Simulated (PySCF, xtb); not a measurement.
Cl2H4OSi2, SMILES [SiH3]O[SiH](Cl)Cl.

GFN2-xTB in xtb at its own geometry gives an orbital gap of 6.00 eV and a dipole moment of 2.18 D.

Geometry optimised at ωB97X-D3(BJ)/def2-SVP. One conformer was computed; it need not be the lowest.

What does PBE/def2-TZVP (PySCF) give? (Estimate from the structure and the level; the computed values follow.)

gap 6.64 eV (levels -7.70 and -1.06 eV), dipole 0.98 D.
